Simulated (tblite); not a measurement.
C8H7F3.
Numbering: `[CH3:1][c:2]1[cH:3][cH:4][c:5]([C:6]([F:7])([F:8])[F:9])[cH:10][cH:11]1` (hydrogens: H12, H13, H14 on C1; H15 on C3; H16 on C4; H17 on C10; H18 on C11)

Structure optimised with GFN2-xTB, isolated species.

**Question.** Give the optimised bond lengths and angles.

**Answer.** 
```
                  bond  length (pm)     order
                 C1–C2        149.6    single
         C2–C3, C2–C11        139.1  aromatic
        C3–C4, C10–C11        138.2  aromatic
         C4–C5, C5–C10        138.8  aromatic
                 C5–C6        150.0    single
   C6–F7, C6–F8, C6–F9        134.5    single
C1–H12, C1–H13, C1–H14        108.8    single
       C3–H15, C11–H18        108.0    single
       C4–H16, C10–H17        107.9    single
```

Bonds in one row agree within 1 pm and their mean is given. Orders are formal, as drawn. A selection of angles:
```
    angle  degrees
 C1–C2–C3    120.7
C3–C2–C11    118.7
 C2–C3–C4    121.0
 C3–C4–C5    119.5
 C4–C5–C6    119.8
C4–C5–C10    120.3
 C5–C6–F7    112.9
 C5–C6–F8    112.2
 F7–C6–F8    105.9
```

Dihedral angles: C4–C5–C6–F7 -151° (antiperiplanar).

Of the pairs four or more bonds apart, F7···H17 is among the closest relative to their van der Waals radii: 2.49 Å, 93 % of the sum of Bondi's values. The C–C distances run from 1.382 Å (C10–C11, aromatic) to 1.500 Å (C5–C6, drawn single), a spread of 0.118 Å. The 6-membered ring C2–C3–C4–C5–C10–C11 has internal angles of 118.7° to 121.0° (sum 720°, against 720° for a flat polygon); it is planar, 0.00 Å rms from its mean plane, widest ring torsion 1°.

Point group: Cs (tolerance 0.08 Å). GFN2-xTB frequencies show an imaginary mode (40i cm⁻¹), so the point is no minimum at that level. 2 starts were optimised and ended at 0.00 and 0.02 kcal/mol (GFN2-xTB); the lowest of these is shown.

Hardware: one thread, Arm Neoverse V1 (aarch64), no GPU, on a shared host. Cost: 0.13 s of wall time. That covers the optimisation of the geometry.

These are computed values.
